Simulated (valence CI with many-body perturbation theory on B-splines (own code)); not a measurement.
## Energy levels of Sm²⁸⁺

Computed by configuration interaction combined with many-body perturbation theory (CI+MBPT): six valence electrons over a frozen Dirac-Fock core [Ar] 3d10, a basis of 9 s, 9 p, 8 d, 6 f, 3 g, 1 h functions for each j, with the one-electron correlation potential Σ1, the two-electron term Σ2, the three-electron term Σ3, Breit, model QED; selected CI, second order for the rest, scaled by the run's own slope (own B-spline code, finite nucleus).

No measured spectrum was set against this ion. As an estimate, large intervals hold to a few tenths of a per cent, small ones and those within an open d or f shell to about a per cent. Among the levels kept, up to 640 cm⁻¹ of a level comes from second order outside the variational space, and about a tenth of that is noise between levels of different J, which matters for small intervals.

Levels 1 to 39 of 39, with energies above the lowest level, (4s^2 4p1/2^2 4p3/2^2) J=2. "Leading %" is the weight of the configuration and term that name the level; weights of strongly mixed levels are sums over their largest components and can fall short. In the jj column 3d3/2^4 stands for four electrons in 3d with j = 3/2.

```csv
No.,Configuration,Term,J,E (cm⁻¹),Leading %,Second component,Leading jj,g
1,4s2 4p4,3P,2,0,71,27 % 4s2 4p4 1D,4s^2 4p1/2^2 4p3/2^2 (98 %),1.361
2,4s2 4p4,1S,0,52313,57,41 % 4s2 4p4 3P,4s^2 4p1/2^2 4p3/2^2 (97 %),
3,4s2 4p4,3P,1,274550,98,,4s^2 4p1/2 4p3/2^3 (98 %),1.499
4,4s2 4p4,1D,2,302970,71,27 % 4s2 4p4 3P,4s^2 4p1/2 4p3/2^3 (98 %),1.135
5,4s2 4p4,3P,0,600390,57,41 % 4s2 4p4 1S,4s^2 4p3/2^4 (97 %),
6,4s 4p5,3P°,2,823580,80,14 % 4s2 4p3 4d 3P°,4s 4p1/2^2 4p3/2^3 (80 %),1.487
7,4s 4p5,3P°,1,865850,27,21 % 4s 4p5 1P°,4s^2 4p1/2^2 4p3/2 4d3/2 (46 %),1.225
8,4s2 4p3 4d,3F°,2,899050,32,16 % 4s2 4p3 4d 5D°,4s^2 4p1/2^2 4p3/2 4d3/2 (88 %),1.032
9,4s2 4p3 4d,3P°,0,909990,49,39 % 4s2 4p3 4d 5D°,4s^2 4p1/2^2 4p3/2 4d3/2 (94 %),
10,4s2 4p3 4d,3F°,3,913270,27,25 % 4s2 4p3 4d 5D°,4s^2 4p1/2^2 4p3/2 4d3/2 (84 %),1.184
11,4s2 4p3 4d,5D°,1,958170,31,21 % 4s 4p5 3P°,4s^2 4p1/2^2 4p3/2 4d3/2 (43 %),1.323
12,4s2 4p3 4d,3F°,4,963370,42,37 % 4s2 4p3 4d 5D°,4s^2 4p1/2^2 4p3/2 4d5/2 (95 %),1.298
13,4s2 4p3 4d,3D°,2,1002300,30,27 % 4s2 4p3 4d 5D°,4s^2 4p1/2^2 4p3/2 4d5/2 (75 %),1.307
14,4s2 4p3 4d,3D°,3,1036600,22,21 % 4s2 4p3 4d 3G°,4s^2 4p1/2^2 4p3/2 4d5/2 (72 %),1.124
15,4s2 4p3 4d,3D°,1,1070700,55,13 % 4s2 4p3 4d 3P°,4s^2 4p1/2^2 4p3/2 4d5/2 (78 %),0.876
16,4s 4p5,3P°,0,1093800,67,25 % 4s2 4p3 4d 3P°,4s 4p1/2 4p3/2^4 (67 %),
17,4s2 4p3 4d,5D°,1,1126700,19,19 % 4s 4p5 3P°,4s^2 4p1/2 4p3/2^2 4d3/2 (56 %),1.158
18,4s2 4p3 4d,3F°,2,1147300,45,28 % 4s2 4p3 4d 3D°,4s^2 4p1/2 4p3/2^2 4d3/2 (94 %),1.019
19,4s2 4p3 4d,1S°,0,1161000,48,37 % 4s2 4p3 4d 5D°,4s^2 4p1/2 4p3/2^2 4d3/2 (62 %),
20,4s2 4p3 4d,3F°,3,1166600,45,20 % 4s2 4p3 4d 3G°,4s^2 4p1/2 4p3/2^2 4d3/2 (88 %),1.119
21,4s2 4p3 4d,3D°,1,1171700,53,18 % 4s 4p5 1P°,4s^2 4p1/2 4p3/2^2 4d3/2 (34 %),0.841
22,4s2 4p3 4d,3G°,4,1195400,58,19 % 4s2 4p3 4d 1G°,4s^2 4p1/2 4p3/2^2 4d3/2 (89 %),1.091
23,4s2 4p3 4d,3D°,3,1204300,61,24 % 4s2 4p3 4d 5D°,4s^2 4p1/2 4p3/2^2 4d5/2 (95 %),1.321
24,4s2 4p3 4d,5D°,4,1212500,42,25 % 4s2 4p3 4d 1G°,4s^2 4p1/2 4p3/2^2 4d5/2 (91 %),1.267
25,4s2 4p3 4d,3F°,2,1227100,55,27 % 4s2 4p3 4d 1D°,4s^2 4p1/2 4p3/2^2 4d3/2 (88 %),0.872
26,4s2 4p3 4d,3F°,4,1243600,62,32 % 4s2 4p3 4d 1G°,4s^2 4p1/2 4p3/2^2 4d5/2 (93 %),1.165
27,4s2 4p3 4d,3G°,5,1254200,98,,4s^2 4p1/2 4p3/2^2 4d5/2 (98 %),1.198
28,4s2 4p3 4d,3S°,1,1271300,31,14 % 4s2 4p3 4d 5D°,4s^2 4p1/2 4p3/2^2 4d3/2 (44 %),1.324
29,4s2 4p3 4d,3P°,2,1286300,51,13 % 4s2 4p3 4d 1D°,4s^2 4p1/2 4p3/2^2 4d3/2 (67 %),1.304
30,4s2 4p3 4d,3D°,3,1298200,63,12 % 4s2 4p3 4d 3G°,4s^2 4p1/2 4p3/2^2 4d3/2 (73 %),1.198
31,4s2 4p3 4d,3P°,0,1301100,43,34 % 4s2 4p3 4d 1S°,4s^2 4p1/2 4p3/2^2 4d5/2 (66 %),
32,4s2 4p3 4d,3D°,2,1301800,50,28 % 4s2 4p3 4d 3P°,4s^2 4p1/2 4p3/2^2 4d5/2 (94 %),1.250
33,4s2 4p3 4d,3P°,1,1320000,50,21 % 4s2 4p3 4d 3D°,4s^2 4p1/2 4p3/2^2 4d3/2 (47 %),1.188
34,4s2 4p3 4d,3F°,3,1321800,35,31 % 4s2 4p3 4d 1F°,4s^2 4p1/2 4p3/2^2 4d5/2 (97 %),1.135
35,4s2 4p3 4d,3D°,2,1339600,38,19 % 4s2 4p3 4d 3F°,4s^2 4p1/2 4p3/2^2 4d5/2 (74 %),1.061
36,4s2 4p3 4d,3S°,1,1350900,28,15 % 4s2 4p3 4d 1P°,4s^2 4p1/2 4p3/2^2 4d3/2 (56 %),1.304
37,4s2 4p3 4d,1F°,3,1362200,44,21 % 4s2 4p3 4d 3F°,4s^2 4p1/2 4p3/2^2 4d5/2 (64 %),1.046
38,4s2 4p3 4d,1P°,1,1382400,44,19 % 4s2 4p3 4d 3S°,4s^2 4p1/2 4p3/2^2 4d5/2 (54 %),1.092
39,4s2 4p3 4d,1D°,2,1398200,41,23 % 4s2 4p3 4d 3D°,4s^2 4p1/2 4p3/2^2 4d5/2 (82 %),1.181
```

The ionisation energy to 4s2 4p3 2P°_3/2 of the next ion comes out as 1062.1 eV (NIST: 1060 ± 4 eV (theoretical)). All 39 levels together are meant to be complete up to 1404900 cm⁻¹.
